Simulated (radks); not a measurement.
Question: These are the eigenvalues of the occupied orbitals of an atom or ion with whole-number occupations (hartree). Calculated with a radial shooting solver on a logarithmic mesh with Libxc functionals: scalar-relativistic Kohn-Sham, exchange-only B88, spin-polarised, spherical densities, finite nucleus; Fermi nuclear charge, rms radius of each element as measured or else 0.836 A^(1/3) + 0.57 fm.

| orbital | eigenvalue |
|---|---|
| 1s up | -103.5647 |
| 1s down | -103.5551 |
| 2s up | -11.57906 |
| 2s down | -11.56861 |
| 2p up | -9.35466 |
| 2p down | -9.34069 |
| 3s up | -2.70895 |
| 3s down | -2.62596 |
| 3p up | -2.18608 |

Which element is it, and in what charge state? The configuration may be excited. Open shells, if any, are filled with parallel spins first.

Answer: Z = 17, chlorine, charge +4: Cl4+ in [Ne] 3s2 3p1. The list shows which subshells hold electrons but not how many an open one holds; the 1s level, -103.56 hartree, gives Z - s = 14.4 by -(Z - s)^2/2, which with screening and relativity narrows Z to a few neighbours, and the depths of the outer levels then fix element, charge and occupations together.
